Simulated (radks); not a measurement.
The nuclear charge of the potassium ion K2+ is varied continuously with 17 electrons held in [Ne] 3s2 3p5. All-electron calculation, non-relativistic Kohn-Sham, BLYP, spin-unpolarised, spherical densities, point nucleus. Program: a radial shooting solver on a logarithmic mesh with Libxc functionals. By the Hellmann-Feynman theorem dE/dZ = E(electron-nucleus)/Z, the electronic potential at the nucleus.

Z     E (hartree)  E(electron-nucleus)/Z (hartree)  HOMO  e(HOMO) (eV)  <r> HOMO (bohr)
18     -526.96545                         -69.2235    3p       -21.985            1.557
18.5   -562.17983                         -71.6333    3p       -30.094            1.449
19     -598.59825                         -74.0399    3p       -39.061            1.357
19.5   -636.21925                         -76.4438    3p       -48.865            1.278
20     -675.04169                         -78.8457    3p       -59.493            1.208

The central difference of E at Z = 19 is -74.039 hartree, to compare with the third column; the second derivative is -4.81 hartree.
